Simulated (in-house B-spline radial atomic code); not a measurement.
Configurations of the vanadium ion V⁴⁺, with energies counted from [Ar] 3d1. Method: non-relativistic r2SCAN0, spin-polarised, spherical fractional occupations, exact exchange averaged over the configuration, point nucleus. Calculated with a B-spline radial code for spherical atoms. Shells without spins written out take the highest spin.

Occupations are held fixed; configurations that lie above the ionisation limit could autoionise.

```json
{"configuration": "[Ar] 4p1", "E - E(ref) (eV)": "26.186", "highest orbital": "4p up", "its <r> (bohr)": "2.493"}
{"configuration": "[Ne] 3s2 3p5 3d2", "E - E(ref) (eV)": "38.935", "highest orbital": "3d up", "its <r> (bohr)": "1.058"}
{"configuration": "[Ne] 3s2 3p5 3d1 4s1", "E - E(ref) (eV)": "59.428", "highest orbital": "4s up", "its <r> (bohr)": "2.245"}
{"configuration": "[Ne] 3s2 3p5 3d1 4p1", "E - E(ref) (eV)": "66.685", "highest orbital": "4p up", "its <r> (bohr)": "2.469"}
```

(1) Order these further configurations by energy, lowest first.
A. [Ar] 4s1
B. [Ar] 4d1
C. [Ar] 4f1
D. [Ne] 3s2 3p5 3d1 4f1

Answers

(1) A (19.008 eV), B (36.545 eV), C (43.743 eV), D (84.467 eV).
